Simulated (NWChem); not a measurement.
## Basis-set dependence for Bi

```
Bi
```
Charge 0, spin multiplicity 4.

All runs are NWChem calculations.

Hartree-Fock energies in Ha, correlation energies in mHa.

Effective core potentials replace the inner electrons of Bi; spin-orbit coupling is left out. The correlated methods keep 4 core orbitals frozen. The stability of the SCF solutions was not checked. Open-shell Hartree-Fock references start from PBE0 orbitals. Coupled-cluster values serve here as a point of comparison, not as the truth.

```csv
basis,functions,UHF,UMP2,SCS-UMP2,CCSD on ROHF,CCSD[T] on ROHF,CCSD(T) on ROHF,CCSD on UHF,CCSD[T] on UHF,CCSD(T) on UHF
def2-SVP,26,-213.59116,-62.4,-56.8,-76.0,-77.3,-77.2,-72.6,-73.9,-73.8
def2-TZVP,50,-213.59378,-369.9,-321.2,-347.3,-353.5,-353.3,-343.7,-349.5,-349.3
def2-QZVP,82,-213.59451,-486.8,-424.4,-447.6,-458.6,-458.5,not run,not run,not run
```

From def2-TZVP to def2-QZVP the Hartree-Fock energy moves by -0.7 mHa and the UMP2 correlation energy by -116.9 mHa, which is 24 % of its value in the larger set.
